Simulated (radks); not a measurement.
Task: Radial electron density D(r) = 4 pi r^2 rho(r) of an atom or ion with 37 electrons. All-electron calculation, scalar-relativistic Kohn-Sham, PBE, spin-unpolarised, spherical densities, point nucleus. Program: a radial shooting solver on a logarithmic mesh with Libxc functionals.

| r (bohr) | D(r) (e/bohr) |
|---|---|
| 0.006518 | 14.10 |
| 0.007527 | 17.22 |
| 0.008693 | 20.79 |
| 0.01004 | 24.76 |
| 0.01169 | 29.27 |
| 0.0135 | 33.69 |
| 0.01559 | 37.99 |
| 0.018 | 41.86 |
| 0.02079 | 44.95 |
| 0.02401 | 46.93 |
| 0.02795 | 47.55 |
| 0.03228 | 46.71 |
| 0.03728 | 44.77 |
| 0.04306 | 42.32 |
| 0.04973 | 40.28 |
| 0.05789 | 39.65 |
| 0.06686 | 41.24 |
| 0.07721 | 45.04 |
| 0.08917 | 50.20 |
| 0.103 | 55.05 |
| 0.1189 | 57.55 |
| 0.1385 | 56.02 |
| 0.1599 | 50.59 |
| 0.1847 | 43.09 |
| 0.2133 | 36.49 |
| 0.2463 | 33.43 |
| 0.2844 | 34.67 |
| 0.3311 | 38.64 |
| 0.3824 | 41.38 |
| 0.4417 | 40.19 |
| 0.5101 | 34.48 |
| 0.5891 | 26.03 |
| 0.6858 | 17.31 |
| 0.792 | 11.52 |
| 0.9146 | 8.652 |
| 1.056 | 7.776 |
| 1.22 | 7.463 |
| 1.409 | 6.713 |
| 1.64 | 5.234 |
| 1.894 | 3.578 |
| 2.188 | 2.160 |
| 2.526 | 1.217 |
| 2.918 | 0.7139 |
| 3.37 | 0.4788 |
| 3.923 | 0.3459 |
| 4.53 | 0.2413 |
| 5.232 | 0.1451 |
| 6.042 | 0.07193 |
| 6.978 | 0.02844 |
| 8.059 | 0.008616 |
| 9.382 | 0.001757 |
| 10.84 | 0.0002749 |

What is the nuclear charge?

Result: Z = 38. The innermost maximum, from 1s, lies near gamma/Z bohr with gamma = sqrt(1 - (Z/c)^2) = 0.961, here 0.0253 bohr (found: 0.0275), and its height grows with Z. The density is that of the strontium ion Sr+ in [Kr] 5s1; the configuration itself is not fixed sharply by these data, and Z only to a few units. D(r) has 3 maxima, at r = 0.0275, 0.122, 0.398 bohr, and minima at 0.0561, 0.252 bohr, inside which lie 2.05, 11.02 electrons.
